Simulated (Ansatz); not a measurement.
One change: `O[CH]([AlH2])[SiH3]` becomes `OC([SiH3])BF`.

Ansatz, PBE0-D4/def2-TZVP geometries, multiplicity 1. Each molecule was computed in one conformer, which needn't be the lowest.

```csv
property,`O[CH]([AlH2])[SiH3]`
HOMO energy (B3LYP/def2-TZVPP) / eV,-7.37
HOMO–LUMO gap (B3LYP/def2-TZVPP) / eV,5.45
LUMO energy (ωB97M-V/def2-TZVPP) / eV,-0.11
LUMO energy (PBE/def2-TZVPP) / eV,-2.46
size of the dipole moment (B3LYP/def2-TZVPP) / D,1.54
HOMO energy (PBE/def2-TZVPP) / eV,-6.21
```

(1) Give the same properties after the change, and the shifts. (Best estimate.)

## Answers

(1) Ansatz gave: 
```tsv
property	`OC([SiH3])BF`	shift
HOMO energy (B3LYP/def2-TZVPP) / eV	-7.63	-0.26
HOMO–LUMO gap (B3LYP/def2-TZVPP) / eV	6.64	1.19
LUMO energy (ωB97M-V/def2-TZVPP) / eV	1.16	1.27
LUMO energy (PBE/def2-TZVPP) / eV	-1.71	0.75
size of the dipole moment (B3LYP/def2-TZVPP) / D	2.54	1.00
HOMO energy (PBE/def2-TZVPP) / eV	-6.41	-0.20
```

With PBE0 the HOMO falls by 0.29 eV and the LUMO rises by 0.95 eV, so the gap widens by about 1.24 eV. PBE moves the HOMO by -0.20 eV and ωB97M-V by -0.37 eV. Dipoles are sizes alone; their direction can turn.

B3LYP here is the variant with VWN-RPA as its local correlation; programs differ in this.
